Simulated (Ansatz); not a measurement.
# Ligand exchange: Zn(CH3)Br + C2H5NO → Zn(CH3)(NH2) + C2H3BrO

Species: Zn(CH3)Br, singlet; C2H5NO (acetamide) `CC(N)=O`, singlet; Zn(CH3)(NH2), singlet; C2H3BrO (acetyl bromide) `CC(=O)Br`, singlet. The partners trade Br for NH2: Zn–Br and C–NH2 bonds give way to Zn–NH2 and C–Br.

Shapes, held fixed at every level: PBE0-D4/def2-TZVP. Flexible molecules stand in one conformer, not always the lowest. Programs: Ansatz 0.2.0. Electronic energies: no zero-point or thermal term.

(1) Estimate ΔE of this reaction.

## Answers

(1) wB97M-V/def2-TZVPP gives ΔE = +186.0 kJ/mol; the levels span +174.2 to +257.7. The median of the levels is +191.7. No measured value is set beside it here. Relativity is left out for Br, Zn unless named. Times are processor times on shared x86 and Arm servers, and rough.

```csv
level,kind,ΔE (kJ/mol),CPU time (sum over the molecules)
HF/def2-SVP,Hartree–Fock,+257.7,–
HF/def2-TZVPP,Hartree–Fock,+235.0,–
SPW92/def2-TZVPP,LDA,+174.2,12 s
BHLYP-D4/def2-TZVPP,global hybrid,+203.4,27 s
PBE0-D4/def2-TZVPP,global hybrid,+188.1,25 s
r2SCAN0-D4/def2-TZVPP,global hybrid,+194.5,44 s
wB97X-V/def2-TZVPP,range-separated hybrid,+188.9,68 s
wB97M-V/def2-TZVPP,range-separated hybrid,+186.0,95 s
```
